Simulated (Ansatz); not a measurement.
System: C3H9AlO2, net charge 0, singlet state. 
Coordinates optimised at B3LYP-D3(BJ)/def2-TZVP (Ansatz, a quantum-chemistry and plane-wave program):
SMILES: C[O][Al]([CH3])[O]C
```xyz
15

C     -0.1831     2.4547     0.1562
O     -0.8427     1.2193     0.0698
Al    -0.4651    -0.4228    -0.0539
C     -1.9083    -1.7059    -0.2190
O      1.1339    -0.9702    -0.0368
C      2.4251    -0.4375     0.1016
H     -0.6980     3.1932    -0.4650
H      0.8584     2.3980    -0.1799
H     -0.1863     2.8212     1.1878
H     -1.5323    -2.7272    -0.2929
H     -2.5795    -1.6515     0.6416
H     -2.5146    -1.5007    -1.1046
H      3.0231    -1.0816     0.7526
H      2.9245    -0.3847    -0.8711
H      2.4194     0.5690     0.5348
```
Charge 0, spin multiplicity 1.

Basis-set convergence of Hartree-Fock and MP2 correlation energies (hartree) with Ansatz. Valence correlation only, unless marked. No spin-orbit coupling. Non-relativistic.

```tsv
basis	functions	E(HF)	E(corr, MP2)
aug-cc-pV(D+d)Z	228	-510.62254	-0.91287
aug-cc-pV(T+d)Z	492	…	…
```

Problem. What belongs in the gaps?

Solution. 
- aug-cc-pV(T+d)Z, E(HF): -510.70787
- aug-cc-pV(T+d)Z, E(corr, MP2): -1.10188
